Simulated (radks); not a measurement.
Q: Coherent X-ray form factor from a spherical all-electron density. Calculated with a radial shooting solver on a logarithmic mesh with Libxc functionals: scalar-relativistic Kohn-Sham, r2SCAN, spin-unpolarised, spherical densities, finite nucleus; meta-GGA in the generalised Kohn-Sham scheme; Fermi nuclear charge, rms radius of each element as measured or else 0.836 A^(1/3) + 0.57 fm.

sin(theta)/lambda (1/angstrom),f0 (electrons)
0.05,0.985
0.1,0.942
0.15,0.876
0.2,0.796
0.25,0.708
0.3,0.619
0.4,0.457
0.5,0.329
0.6,0.235
0.8,0.121
1,0.066
1.25,0.033
1.5,0.018
2,0.006

The species is in the configuration that NIST lists as its ground one. Which atom or ion scatters so?

A: The helium ion He+, 1s1. Extrapolating in s^2 from the first two rows gives f0(0) = 1.0, near the electron count 1; among species with that count, the fall with angle is slower the higher Z, and the table is that of Z = 2; from so few rows the species is fixed only to a neighbour or two.
